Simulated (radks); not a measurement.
Results of a calculation; reference values are marked as such.
Question: The mean radii <r> (bohr) of the occupied orbitals of an atom or ion are listed with their occupations. Code: a radial shooting solver on a logarithmic mesh with Libxc functionals. Model: non-relativistic Kohn-Sham, exchange-only B88, spin-polarised, spherical densities, point nucleus.

| orbital | occ. | <r> |
|---|---|---|
| 1s | 2 | 0.02618 |
| 2s | 2 | 0.1121 |
| 2p | 6 | 0.09528 |
| 3s | 2 | 0.2935 |
| 3p | 6 | 0.2834 |
| 3d | 10 | 0.2542 |
| 4s | 2 | 0.6652 |
| 4p | 6 | 0.6845 |
| 4d | 10 | 0.7336 |
| 5s | 2 | 1.522 |
| 5p | 6 | 1.666 |

Name the element and its charge. Open shells, if any, are filled with parallel spins first.

Answer: Z = 58, cerium, charge +4: Ce4+ in [Xe]. The 1s radius gives Z: for a bare nucleus <r> = 1.5/Z, 0.02586 bohr for Z = 58, and screening makes it slightly larger (0.02618 here). The occupations add up to 54, and the charge is Z minus that.
